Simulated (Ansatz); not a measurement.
Reaction (formal exchange of groups at a B–C bond): `CSB(C)O` + `CF` → `CSB(O)CF` + CH₄

Program: Ansatz. Geometries: PBE0-D4/def2-TZVP. ΔE: electronic, gas phase. CCSD(T)/CBS adds triple-zeta CCSD(T) − MP2 to the extrapolated MP2 energy (def2 sets, frozen cores). This one scheme is used for every species. DFT in def2-TZVPP. B3LYP here is the variant with VWN-RPA as its local correlation; programs differ in this. One conformer a species, not always the lowest.

`CSB(C)O`:

Z-matrix (Å, degrees):
```
C
S 1 1.806
H 1 1.089 2 111.0
H 1 1.089 2 111.0 3 -122.5
H 1 1.089 2 107.0 3 118.7
B 2 1.818 1 103.9 3 61.9
O 6 1.363 2 117.6 1 -179.9
C 6 1.565 2 123.6 1 0.2
H 7 0.961 6 114.5 2 -0.0
H 8 1.091 6 111.0 2 -179.2
H 8 1.094 6 111.6 2 -58.3
H 8 1.094 6 111.3 2 60.2
```

`CF`:

```xyz
5

C    -0.035    0.030   -0.040
F     0.750   -0.641    0.870
H    -0.459    0.915    0.438
H    -0.837   -0.631   -0.376
H     0.581    0.328   -0.892
```

`CSB(O)CF`:

```xyz
12

C    -0.089   -1.815    0.608
S    -0.937   -0.352    1.250
B    -0.369    0.995    0.181
O    -0.820    2.253    0.389
C     0.649    0.740   -1.000
F     0.953    1.893   -1.701
H     0.993   -1.709    0.679
H    -0.399   -2.654    1.229
H    -0.378   -2.018   -0.423
H    -1.436    2.344    1.121
H     0.246    0.007   -1.712
H     1.588    0.317   -0.620
```

CH₄:

```xyz
5

C     0.000    0.000    0.000
H     0.326   -0.915   -0.493
H     0.571    0.142    0.917
H    -1.060   -0.075    0.240
H     0.163    0.848   -0.664
```

Task: Is it downhill or uphill in electronic energy at CCSD(T)/CBS, and by how much? (Estimate.)

Result: Ansatz gave: Uphill: ΔE = +0.10 eV.

Task: What do these levels give: ωB97X-V, B2PLYP, B3LYP, HF/def2-TZVPP, SCS-MP2/def2-TZVPP, HF/def2-QZVPP? (An estimate is asked.)

Result: Ansatz gave: ωB97X-V 0.08, B2PLYP 0.09, B3LYP 0.07, HF/def2-TZVPP 0.13, SCS-MP2/def2-TZVPP 0.11, HF/def2-QZVPP 0.13 eV.

Largest T1 diagnostic among the species: 0.012.
